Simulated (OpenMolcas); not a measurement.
Ni4+, Pd4+, Pt4+: d⁶ down the group

```
Program             : OpenMolcas 26.06
Method              : SS-CASPT2, IPEA 0.25 Eh, imaginary shift 0.1 Eh
Basis               : ANO-RCC-VTZP
Scalar Hamiltonian  : DKH2, point nucleus
Spin-orbit coupling : state interaction with AMFI integrals over the reference wave functions, term energies averaged over their components
```

Active space for each ion: 6 electrons in 5 orbitals (d); closed shells correlated by CASPT2: Ni4+ 3s 3p; Pd4+ 4s 4p; Pt4+ 5s 5p.

Computed levels in cm-1 above ⁵D₄:

| Level | Ni4+ | Pd4+ | Pt4+ |
| --- | --- | --- | --- |
| ⁵D₃ | 857 | 2070 | 7760 |
| ⁵D₁ | 1814 | 3920 | 11170 |
| ⁵D₀ | 1996 | 4270 | 11220 |
| ³H₆ | 28070 | 20410 | 22720 |
| ³H₅ | 28460 | 20680 | 35130 |
| ³P₁(1) | 29220 | 25470 | 42760 |
| ³F₂(1) | 30640 | 23630 | 27190 |
| ³G₅ | 34240 | 25710 | 22160 |
| ³G₄ | 35010 | 27220 | 34330 |
| weight of ⁵D in the lowest level (%) | 100 | 98 | 80 |

Mixed levels, with the weight of the term that names them: Pd4+ ³H₅ (75 %), Pd4+ ³G₅ (75 %), Pt4+ ⁵D₀ (73 %), Pt4+ ³H₅ (52 %), Pt4+ ³P₁(1) (71 %), Pt4+ ³F₂(1) (67 %), Pt4+ ³G₅ (52 %), Pt4+ ³G₄ (57 %).

Measured, with the error of the calculation in %. Measured levels: Ni4+ from Corliss and Sugar, J. Phys. Chem. Ref. Data 10, 197 (1981).

```json
{"Level": "⁵D₃", "Ni4+": "890 (-3.7)"}
{"Level": "⁵D₁", "Ni4+": "1872 (-3.1)"}
{"Level": "⁵D₀", "Ni4+": "2058 (-3.0)"}
{"Level": "³H₆", "Ni4+": "27111 (+3.6)"}
{"Level": "³H₅", "Ni4+": "27578 (+3.2)"}
{"Level": "³P₁(1)", "Ni4+": "28698 (+1.8)"}
{"Level": "³F₂(1)", "Ni4+": "29899 (+2.5)"}
{"Level": "³G₅", "Ni4+": "33256 (+2.9)"}
{"Level": "³G₄", "Ni4+": "34062 (+2.8)"}
```

The fine-structure level ⁵D₀ changes by a factor of 5.62 from Ni4+ to Pt4+.

Without spin-orbit coupling ³H lies 27650, 19380, 18040 cm-1 above ⁵D in that order; the difference to the level ³H₆, of either sign, comes from spin-orbit coupling, which also lowers the zero.

Term energies are means over components that CASPT2 splits; among the terms shown or strongly mixed into the levels shown the widest spread is 220 cm-1 (5d⁶ ¹G(1), Pt4+). Terms from blocks run as CI alone lack orbitals of their own. Computed and measured levels are paired by configuration, term and J; levels that our copy of the source lacks, or whose pairing is in doubt (as where it misses far off the trend of its configuration), stay unpaired and out of the deviations. Only configurations of the active space appear.

A number in round brackets counts repeated terms of one configuration in the order of the reference energies.
